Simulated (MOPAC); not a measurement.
Input for MOPAC: AM1 on H4SSi (SMILES [SiH3]S), a point of a torsion scan.

```
AM1 1SCF PRECISE CHARGE=0 THREADS=1
H4SSi

Si    -0.58613464 1    -0.02690720 1    -0.01620750 1
S      1.43581384 1    -0.31232196 1    -0.69543990 1
H     -0.69024803 1    -0.74610510 1     1.24461787 1
H     -1.45641321 1    -0.58372264 1    -1.04072995 1
H     -0.77526915 1     1.40609387 1     0.15055364 1
H      1.85332417 1    -1.05925777 1     0.31350800 1
```

Program output:

```
*******************************************************************************
 **                                                                           **
 **                              MOPAC v23.2.5                                **
 **                                                                           **
 *******************************************************************************
 ** MOPAC's Digital Object Identifier: https://doi.org/10.5281/zenodo.6511958 **
 **                                                                           **
 ** Please cite the open-source release paper for use of this MOPAC version:  **
 ** J. E. Moussa and J. J. P. Stewart (2026)                                  **
 ** MOPAC: An open-source semiempirical molecular orbital program             **
 ** J. Open Source Softw., 11(119), 8025, https://doi.org/10.21105/joss.08025 **
 *******************************************************************************

                              AM1 CALCULATION RESULTS

 *******************************************************************************
 *  AM1        - The AM1 Hamiltonian to be used
 *
 *
 *
 *                 CHARGE ON SYSTEM = 0
 *
 *
 *
 *  PRECISE    - TIGHTER CRITERIA TO BE USED
 *  1SCF       - DO 1 SCF AND THEN STOP
 *  THREADS=1  - MULTI-THREADING NOT USED
 *  T=         - A TIME OF 172800.0 SECONDS REQUESTED
 *  DUMP=N     - RESTART FILE WRITTEN EVERY 7200.0 SECONDS REQUESTED
 *******************************************************************************
AM1 1SCF PRECISE CHARGE=0 THREADS=1
 H4SSi

   ATOM   CHEMICAL          X               Y               Z
  NUMBER   SYMBOL      (ANGSTROMS)     (ANGSTROMS)     (ANGSTROMS)

     1      Si         -0.58613464  *  -0.02690720  *  -0.01620750  *
     2       S          1.43581384  *  -0.31232196  *  -0.69543990  *
     3       H         -0.69024803  *  -0.74610510  *   1.24461787  *
     4       H         -1.45641321  *  -0.58372264  *  -1.04072995  *
     5       H         -0.77526915  *   1.40609387  *   0.15055364  *
     6       H          1.85332417  *  -1.05925777  *   0.31350800  *



          CARTESIAN COORDINATES

    NO.       ATOM           X           Y           Z

     1        Si         -0.5861     -0.0269     -0.0162
     2         S          1.4358     -0.3123     -0.6954
     3         H         -0.6902     -0.7461      1.2446
     4         H         -1.4564     -0.5837     -1.0407
     5         H         -0.7753      1.4061      0.1506
     6         H          1.8533     -1.0593      0.3135

  H: (AM1): M.J.S. DEWAR ET AL, J. AM. CHEM. SOC. 107 3902-3909 (1985)
 Si: (AM1): M.J.S.DEWAR, C. JIE, ORGANOMETALLICS, 6, 1486-1490 (1987).
  S: (AM1): M.J.S. DEWAR, Y-C YUAN, INORGANIC CHEMISTRY, 29, 3881:3890,  (1990)

           Empirical Formula: H4 Si S  =     6 atoms



      MOLECULAR POINT GROUP   :   Cs


      RHF CALCULATION, NO. OF DOUBLY OCCUPIED LEVELS = 7


 -------------------------------------------------------------------------------
 AM1 1SCF PRECISE CHARGE=0 THREADS=1
 H4SSi



     1SCF WAS SPECIFIED, SO BFGS WAS NOT USED
     SCF FIELD WAS ACHIEVED


                              AM1 CALCULATION
                                                       MOPAC v23.2.5 Linux




          FINAL HEAT OF FORMATION =          5.63915 KCAL/MOL =      23.59421 KJ/MOL


          COSMO AREA              =        103.24 SQUARE ANGSTROMS
          COSMO VOLUME            =         91.18 CUBIC ANGSTROMS

          IONIZATION POTENTIAL    =          9.600706 EV
          HOMO LUMO ENERGIES (EV) =         -9.601 -1.314
          NO. OF FILLED LEVELS    =          7
          MOLECULAR WEIGHT        =         64.1771         POINT GROUP:  Cs

          MOLECULAR DIMENSIONS (Angstroms)

            Atom       Atom       Distance
            H     6    H     4     3.60756
            H     3    S     2     2.66734
            H     5    H     4     2.24980


          SCF CALCULATIONS        =          1





   ATOM   CHEMICAL          X               Y               Z
  NUMBER   SYMBOL      (ANGSTROMS)     (ANGSTROMS)     (ANGSTROMS)

     1      Si         -0.58613464  *  -0.02690720  *  -0.01620750  *
     2       S          1.43581384  *  -0.31232196  *  -0.69543990  *
     3       H         -0.69024803  *  -0.74610510  *   1.24461787  *
     4       H         -1.45641321  *  -0.58372264  *  -1.04072995  *
     5       H         -0.77526915  *   1.40609387  *   0.15055364  *
     6       H          1.85332417  *  -1.05925777  *   0.31350800  *

                             CARTESIAN COORDINATES

   1   Si       -0.586134640    -0.026907200    -0.016207500
   2    S        1.435813840    -0.312321960    -0.695439900
   3    H       -0.690248030    -0.746105100     1.244617870
   4    H       -1.456413210    -0.583722640    -1.040729950
   5    H       -0.775269150     1.406093870     0.150553640
   6    H        1.853324170    -1.059257770     0.313508000


           Empirical Formula: H4 Si S  =     6 atoms



      MOLECULAR POINT GROUP   :   Cs


                  EIGENVALUES
 -19.42876 -16.58530 -14.40682 -13.24700 -12.75390 -11.58572  -9.60071  -1.31395
   0.83150   1.25675   1.44811   1.54890


              NET ATOMIC CHARGES AND DIPOLE CONTRIBUTIONS

  ATOM NO.   TYPE          CHARGE      No. of ELECS.   s-Pop       p-Pop
    1         Si           0.669785        3.3302     0.85647     2.47374
    2          S          -0.314179        6.3142     1.91556     4.39862
    3          H          -0.158463        1.1585     1.15846
    4          H          -0.141766        1.1418     1.14177
    5          H          -0.141768        1.1418     1.14177
    6          H           0.086390        0.9136     0.91361
 DIPOLE           X         Y         Z       TOTAL
 POINT-CHG.    -1.238    -0.047     0.786     1.468
 HYBRID         0.010    -0.574     0.953     1.112
 SUM           -1.229    -0.621     1.739     2.218


          ATOMIC ORBITAL ELECTRON POPULATIONS

     Atom    s        px        py        pz
    1 Si   0.85647   0.78215   0.85876   0.83283
    2  S   1.91556   1.32709   1.70661   1.36492
    3  H   1.15846
    4  H   1.14177
    5  H   1.14177
    6  H   0.91361

 **********************
 *                    *
 * JOB ENDED NORMALLY *
 *                    *
 **********************




 == MOPAC DONE ==
```

The run finished.

Cost: around 0.03 core-seconds (rough).
